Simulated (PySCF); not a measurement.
**SMILES CSC(F)=C=C=C=CF, C₆H₄F₂S**

Cartesian coordinates in Å; atom numbers follow the order of the lines, from 1:
```xyz
13

C    -2.3390    0.4536    0.4265
S    -2.6485    0.0644   -1.3036
C    -1.0226   -0.2895   -1.8371
F    -1.0140   -0.5865   -3.1330
C     0.0801   -0.2824   -1.1075
C     1.0997   -0.2423   -0.3372
C     2.1271   -0.2014    0.4305
C     3.1649   -0.2313    1.2384
F     3.9273    0.8286    1.4892
H    -1.9095   -0.4111    0.9510
H    -3.3179    0.6993    0.8593
H    -1.6672    1.3184    0.5168
H     3.5026   -1.1224    1.7804
```

Theory: PySCF 2.14.0, quadratic response CAM-B3LYP/aug-cc-pVDZ first hyperpolarisability, Taylor convention, gas phase. Geometry: PBE0-D3(BJ)/def2-SVP.

Task: Give the tensor of the second harmonic β(−2ω;ω,ω) at 1907 nm in the axes of these coordinates.

Result: In au, Taylor convention; rows are the first index (the induced dipole):
|  | xx | yy | zz | xy | xz | yz |
| --- | --- | --- | --- | --- | --- | --- |
| x | -440.9 | +39.8 | -6.6 | +133.4 | -38.9 | +28.8 |
| y | +130.8 | +9.9 | +11.3 | +39.0 | +28.1 | +18.7 |
| z | -41.2 | +19.1 | -64.1 | +29.9 | -4.9 | +12.1 |

Norm of βᵢ = ⅓ Σⱼ (βᵢⱼⱼ + βⱼᵢⱼ + βⱼⱼᵢ): 443.5 au, hyper-Rayleigh value 201.1 au.
